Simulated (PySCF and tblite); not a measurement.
Results of a calculation; reference values are marked as such.
C₇H₁₀N₂, numbered as in [CH3:1][C@H:2]([C:3]#[N:4])[CH2:5][C@H:6]([CH3:7])[C:8]#[N:9].

Level: PBE0-D3(BJ)/pcSseg-1//GFN2-xTB, thermal terms from GFN2-xTB, symmetry numbers and mirror pairs counted. Conformers within 2.5 kcal/mol (GFN2-xTB free energy) were kept, 7 at most. Codes: tblite and PySCF.

Torsions listed: C1–C2–C5–C6, C2–C5–C6–C7.

```tsv
conformer	shape	symmetry
1	-175°, -175°	C2
2	-72°, -163°	C1
3	-63°, -63°	C2
```

**Question.** Which of these conformers is the most populated at 298.15 K, and with what share?

**Answer.** Conformer 1, about 97 %.

**Question.** Give the DFT energies and free energies relative to the lowest, and all weights.

**Answer.** 
```json
{"conformer": "1", "shape": "-175°, -175°", "E(DFT) kcal/mol": "0.00", "G(298.15 K) kcal/mol": "0.00", "weight %": "96.7"}
{"conformer": "2", "shape": "-72°, -163°", "E(DFT) kcal/mol": "2.69", "G(298.15 K) kcal/mol": "2.20", "weight %": "2.4"}
{"conformer": "3", "shape": "-63°, -63°", "E(DFT) kcal/mol": "2.77", "G(298.15 K) kcal/mol": "2.73", "weight %": "1.0"}
```

**Question.** How does its share change from 250 K to 350 K?

**Answer.** From 99 % to 94 %; the mixing entropy goes from 0.16 to 0.55 cal/(mol K).
